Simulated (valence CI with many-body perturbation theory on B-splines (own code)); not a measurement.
The numbers below are computed, except where a source is named.
## Level structure of Mn¹⁸⁺

Method: valence CI with perturbative core correlation (CI+MBPT): five valence electrons over a frozen Dirac-Fock core [He], a basis of 11 s, 11 p, 10 d, 8 f, 5 g, 2 h functions for each j, with the one-electron correlation potential Σ1, the two-electron term Σ2, the three-electron term Σ3, Breit, model QED; selected CI, second order for the rest, scaled by the run's own slope (own B-spline code, finite nucleus).

No measured levels were compared; by estimate levels of excited configurations hold to 0.05 to 0.15 % of their energy, terms of the ground configuration to about 0.5 %. Among the levels kept, up to 5400 cm⁻¹ of a level comes from second order outside the variational space, and about a tenth of that is noise between levels of different J, which matters for small intervals.

Levels 136 to 180 of 204, with energies above the lowest level, 2s2 2p3 4S°_3/2. "Leading %" is the weight of the configuration and term that name the level; weights of strongly mixed levels are sums over their largest components and can fall short, so below about 35 % the name and the second component can differ from the true leading terms, or belong to a minority configuration. In the jj column 3d3/2^4 stands for four electrons in 3d with j = 3/2.

```
No.  Configuration  Term     J  E (eV)  Leading %                      Leading jj      g
136      2s 2p3 3d   4F°   7/2  953.43         67   2s 2p1/2 2p3/2^2 3d3/2 (48 %)  1.170
137      2s 2p3 3d   4G°   9/2  955.01         72   2s 2p1/2 2p3/2^2 3d5/2 (49 %)  1.213
138      2s 2p3 3d   4G°   5/2  955.01         78   2s 2p1/2^2 2p3/2 3d3/2 (40 %)  0.668
139      2s 2p3 3d   4G°   7/2  955.30         58   2s 2p1/2^2 2p3/2 3d5/2 (29 %)  1.094
140      2s 2p3 3p    2S   1/2  956.04         73   2s 2p1/2 2p3/2^2 3p3/2 (43 %)  1.939
141      2s 2p3 3d   4F°   9/2  956.29         86   2s 2p1/2 2p3/2^2 3d5/2 (82 %)  1.309
142      2s 2p3 3s   2P°   3/2  956.56         83            2s 2p3/2^3 3s (62 %)  1.405
143      2s 2p3 3s   2P°   1/2  956.96         74            2s 2p3/2^3 3s (58 %)  0.875
144      2s 2p3 3d   4G°  11/2  957.16        100  2s 2p1/2 2p3/2^2 3d5/2 (100 %)  1.271
145      2s 2p3 3d   4D°   1/2  957.33         85   2s 2p1/2 2p3/2^2 3d3/2 (37 %)  0.164
146      2s 2p3 3d   4D°   3/2  957.85         79   2s 2p1/2 2p3/2^2 3d3/2 (35 %)  1.254
147      2s 2p3 3d   4D°   5/2  958.97         71   2s 2p1/2 2p3/2^2 3d5/2 (47 %)  1.427
148      2s 2p3 3d   2S°   1/2  959.21         70   2s 2p1/2^2 2p3/2 3d3/2 (40 %)  2.056
149      2s 2p3 3d   4D°   7/2  959.72         69   2s 2p1/2 2p3/2^2 3d5/2 (44 %)  1.286
150      2s 2p3 3d   2G°   7/2  960.81         66   2s 2p1/2 2p3/2^2 3d5/2 (43 %)  1.050
151      2s 2p3 3d   2G°   9/2  961.21         89   2s 2p1/2 2p3/2^2 3d3/2 (67 %)  1.126
152      2s 2p3 3p    4P   3/2  961.58         52   2s 2p1/2 2p3/2^2 3p1/2 (55 %)  1.509
153      2s 2p3 3p    2P   1/2  961.84         51   2s 2p1/2 2p3/2^2 3p1/2 (47 %)  1.571
154      2s 2p3 3d   4P°   5/2  961.97         71   2s 2p1/2 2p3/2^2 3d3/2 (65 %)  1.529
155      2s 2p3 3d   4P°   1/2  962.85         78   2s 2p1/2 2p3/2^2 3d5/2 (67 %)  2.499
156      2s 2p3 3d   4P°   3/2  963.02         87   2s 2p1/2 2p3/2^2 3d5/2 (32 %)  1.722
157      2s 2p3 3d   2P°   3/2  963.22         51   2s 2p1/2 2p3/2^2 3d3/2 (50 %)  1.465
158      2s 2p3 3d   2D°   5/2  963.70         71   2s 2p1/2 2p3/2^2 3d5/2 (36 %)  1.134
159      2s 2p3 3p    4P   5/2  964.06         80   2s 2p1/2 2p3/2^2 3p3/2 (59 %)  1.528
160      2s 2p3 3d   4S°   3/2  965.16         54   2s 2p1/2 2p3/2^2 3d5/2 (58 %)  1.729
161      2s 2p3 3d   2P°   1/2  965.54         88   2s 2p1/2 2p3/2^2 3d5/2 (63 %)  0.691
162      2s 2p3 3p    2P   1/2  965.68         42   2s 2p1/2 2p3/2^2 3p3/2 (38 %)  1.698
163      2s 2p3 3p    2P   3/2  965.71         57   2s 2p1/2 2p3/2^2 3p3/2 (43 %)  1.474
164      2s 2p3 3p    2F   5/2  966.32         87   2s 2p1/2 2p3/2^2 3p1/2 (48 %)  0.905
165      2s 2p3 3p    2F   7/2  968.07         93   2s 2p1/2 2p3/2^2 3p3/2 (70 %)  1.156
166      2s 2p3 3d   2D°   3/2  968.86         83   2s 2p1/2 2p3/2^2 3d5/2 (52 %)  0.869
167      2s 2p3 3d   2F°   7/2  969.69         82   2s 2p1/2 2p3/2^2 3d5/2 (42 %)  1.157
168      2s 2p3 3d   2F°   5/2  970.07         60   2s 2p1/2 2p3/2^2 3d5/2 (65 %)  0.995
169      2s 2p3 3p    2D   3/2  971.36         90   2s 2p1/2 2p3/2^2 3p3/2 (41 %)  0.838
170      2s 2p3 3d   4F°   5/2  971.71         74   2s 2p1/2 2p3/2^2 3d3/2 (40 %)  1.055
171      2s 2p3 3d   4F°   3/2  971.72         89   2s 2p1/2 2p3/2^2 3d3/2 (78 %)  0.459
172      2s 2p3 3d   4F°   7/2  971.82         66   2s 2p1/2 2p3/2^2 3d5/2 (57 %)  1.231
173      2s 2p3 3p    2D   5/2  971.91         91   2s 2p1/2 2p3/2^2 3p3/2 (55 %)  1.217
174      2s 2p3 3d   4F°   9/2  972.79         75         2s 2p3/2^3 3d5/2 (58 %)  1.290
175      2s 2p3 3d   4P°   5/2  974.11         71   2s 2p1/2 2p3/2^2 3d5/2 (67 %)  1.498
176      2s 2p3 3d   4P°   1/2  974.22         78         2s 2p3/2^3 3d3/2 (42 %)  2.271
177      2s 2p3 3d   4P°   3/2  974.46         53   2s 2p1/2 2p3/2^2 3d3/2 (34 %)  1.593
178      2s 2p3 3d   4D°   1/2  975.86         80   2s 2p1/2 2p3/2^2 3d3/2 (48 %)  0.315
179      2s 2p3 3d   2D°   3/2  976.03         40         2s 2p3/2^3 3d5/2 (29 %)  1.141
180      2s 2p3 3p    2P   3/2  976.49         53   2s 2p1/2 2p3/2^2 3p3/2 (34 %)  1.115
```

Names give the largest LS component (configuration and term), which can be under half, so a name can repeat, a term be missing and a line seem to break the LS rules; names also repeat where a configuration has a term twice.

Where two levels of one J and parity lie close, their mixing, g and order are uncertain.
